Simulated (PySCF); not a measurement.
C3H3, SMILES [CH][C][CH2+] (connectivity only; charge and spin as stated), charge +1, multiplicity 1.

Geometry: B3LYP-D3(BJ)/def2-TZVP.

Two levels are set side by side: PBE/def2-TZVPD (PySCF) and M06-2X/def2-TZVPD (PySCF). Same geometry, gas phase. Differences are taken from unrounded values.

```
quantity                        PBE
---------------------------  ------
orbital gap (eV)               2.06
highest occupied level (eV)  -14.19
lowest empty level (eV)      -12.13
mean polarisability (bohr³)    30.0
```

### Question
These are the PBE values. What does M06-2X give? (The exact figures need the calculation; the answer reports its results.)

### Answer

```tsv
quantity	M06-2X	PBE minus M06-2X
orbital gap (eV)	6.58	-4.52
highest occupied level (eV)	-16.67	2.48
lowest empty level (eV)	-10.10	-2.03
mean polarisability (bohr³)	30.6	-0.6
```

PBE's occupied levels lie high since its potential decays too fast outside the molecule; exact exchange lowers them and widens the gap. Differences between two approximate levels are no errors against the true value.

Rough cost on one machine, each run with all the roots and properties that it gave: M06-2X against PBE about 5 times.
